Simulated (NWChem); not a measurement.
MgSiH₄; SMILES [MgH][SiH3]

Program: NWChem. Coordinates come from a PBE-D3(BJ)/def2-SVP optimisation. Ions are spin-unrestricted doublets at the neutral geometry; other ion states weren't tried.

Order these by “−ε(HOMO) (eV)”, lowest first: PBE/def2-SVP; BHandHLYP/def2-SVP; LRC-wPBEh/def2-SVP; B3LYP/def2-SVP.

PBE/def2-SVP (5.80), B3LYP/def2-SVP (6.64), BHandHLYP/def2-SVP (7.74), LRC-wPBEh/def2-SVP (8.63)
